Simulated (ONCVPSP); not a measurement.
# Before and after: ONCV potential for Zr (Z = 40)

Zr (Z = 40), optimised norm-conserving Vanderbilt (ONCV), made with ONCVPSP 4.0.1 (PBEsol, scalar-relativistic). Core [Kr], reference 4d3 5s1. Waves: 5s: rc 3.20 bohr, ncon 4, nbas 9, qcut 1.7 1/bohr, 2 projectors, debl 1.2 Ha; p scattering state at 0.13 Ha: rc 2.80 bohr, ncon 5, nbas 8, qcut 2.9 1/bohr, 1 projector; 4d: rc 2.65 bohr, ncon 3, nbas 7, qcut 6.9 1/bohr, 2 projectors, debl 2.6 Ha. Local part: polynomial inside 1.90 bohr (lpopt 5, dvloc0 6 Ha). Core correction: Teter function, fcfact 3.25, rcfact 1.4.

Change: local potential polynomial inside 1.90 bohr (lpopt 5, dvloc0 -2 Ha).

Cutoffs: the cutoffs (Ha) at which the residual kinetic energy of the hardest occupied pseudo-wave falls to 1 and 0.1 mHa per electron; they do not see the model core or the augmentation charge, which bear on the density cutoff. Errors are all-electron minus pseudo energies relative to the spin-unpolarised reference configuration.

Q: How do hardness, ghosts and transferability respond?

A: The potential gets neither clearly harder nor softer (12 Ha and 20 Ha → 12 Ha and 20 Ha); a bound ghost appears in p, s, which as a rule spoils a file; the errors of the 3 common tests hardly move; the range in which the d phases agree narrows (upper end 4.6 → 3.6). In the separable form a ghost depends on how the local part lies against the semilocal potential of the channel, so the choice of the local part can create or remove one.

| quantity | base | changed |
| --- | --- | --- |
| cutoff, loose | 12 Ha | 12 Ha |
| cutoff, tight | 20 Ha | 20 Ha |
| bound ghosts | none | s, p |
| GHOST(+) flags under 300 eV | none | d at 102.5 eV |
| tests with a reliable result | 3 of 4 | 3 of 4 |
| error for 4d2 5s2, meV [ΔE -1.21 eV] | -20 | -20 |
| error for 4d2 5s1, meV [ΔE 5.96 eV] | -27 | -27 |
| error for 4d2 5s0, meV [ΔE 18.87 eV] | -132 | -132 |
| s: phases at 3.24 bohr within 0.05 rad from the reference energy up to (Ha; the scan ends near 5) | n/a | n/a |
| p: phases at 2.84 bohr within 0.05 rad from the reference energy up to (Ha; the scan ends near 5) | 0.3 | 1.2 |
| d: phases at 2.70 bohr within 0.05 rad from the reference energy up to (Ha; the scan ends near 5) | 4.6 | 3.6 |
| rms error of d²Exc/dni dnj with the model core, mHa | 3.91 | 3.91 |

 A true bound ghost makes a file unfit for plane-wave use even where its test errors are small: the radial tests pick states by their node count and pass the ghost by.
